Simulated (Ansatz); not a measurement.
InH2Cl, relaxed as a singlet with RKS PBE0-D4/def2-TZVP in Ansatz, starting from the GFN2-xTB geometry. Force threshold 0.02 eV/Å.

In the def2 sets In takes a core potential; there is no spin–orbit coupling.

Start:

Cartesian coordinates in Å:
```
In 0.102 0.089 -0.022
H 1.581 -0.072 0.828
H -0.085 1.367 -1.147
Cl -1.598 -1.383 0.341
```

**Question.** Estimate the energy that the relaxation releases and the steps that it takes.

**Answer.** 0.08 eV, in 4 steps; 3.7 s on 4 threads of Arm Neoverse V1 on a shared host. No frequencies were taken in this run, so the end may be a saddle point.

**Question.** Does the start keep its bonding and symmetry?

**Answer.** By distances, no bond broke or formed. The bond that changes most is In1–Cl4, from 2.28 to 2.34 Å (atoms count from 1). Point group C2v at the start, C2v at the end, both within 0.05 Å.

**Question.** Predict the relaxed structure.

**Answer.** 
| atom | x (Å) | y (Å) | z (Å) |
| --- | --- | --- | --- |
| In1 | 0.191 | 0.166 | -0.041 |
| H2 | 1.570 | -0.174 | 0.905 |
| H3 | -0.203 | 1.357 | -1.196 |
| Cl4 | -1.558 | -1.348 | 0.332 |
Bond lengths: 1 × Cl–In 2.34 Å; 2 × H–In 1.71 Å.
